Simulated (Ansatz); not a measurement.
Start from `C[O][Sn]([OH])([Cl])[Cl]` and change one atom or group to get `[OH][SnH]([Cl])[Cl]`.

Ansatz, PBE0-D4/def2-TZVP geometries, multiplicity 1. Each molecule was computed in one conformer, which needn't be the lowest.

Elements past krypton have def2 core potentials.

| property | `C[O][Sn]([OH])([Cl])[Cl]` |
| --- | --- |
| HOMO–LUMO gap (PBE0/def2-TZVPP) / eV | 6.26 |
| HOMO energy (PBE0/def2-TZVPP) / eV | -8.61 |
| HOMO energy (B3LYP/def2-TZVPP) / eV | -8.36 |
| HOMO–LUMO gap (PBE/def2-TZVPP) / eV | 3.69 |
| HOMO energy (ωB97M-V/def2-TZVPP) / eV | -11.02 |
| LUMO energy (B3LYP/def2-TZVPP) / eV | -2.67 |

Task: Give the same properties after the change, and the shifts. (Best estimate.)

Result: The calculation gave: 
```
                             property  `[OH][SnH]([Cl])[Cl]`  shift
 HOMO–LUMO gap (PBE0/def2-TZVPP) / eV                   7.42   1.16
   HOMO energy (PBE0/def2-TZVPP) / eV                  -9.24  -0.63
  HOMO energy (B3LYP/def2-TZVPP) / eV                  -8.94  -0.58
  HOMO–LUMO gap (PBE/def2-TZVPP) / eV                   4.89   1.20
HOMO energy (ωB97M-V/def2-TZVPP) / eV                 -11.54  -0.52
  LUMO energy (B3LYP/def2-TZVPP) / eV                  -2.14   0.53
```

With PBE0 the HOMO falls by 0.63 eV and the LUMO rises by 0.54 eV, so the gap widens by about 1.17 eV. PBE moves the HOMO by -0.66 eV and ωB97M-V by -0.52 eV.

B3LYP here is the variant with VWN-RPA as its local correlation; programs differ in this.
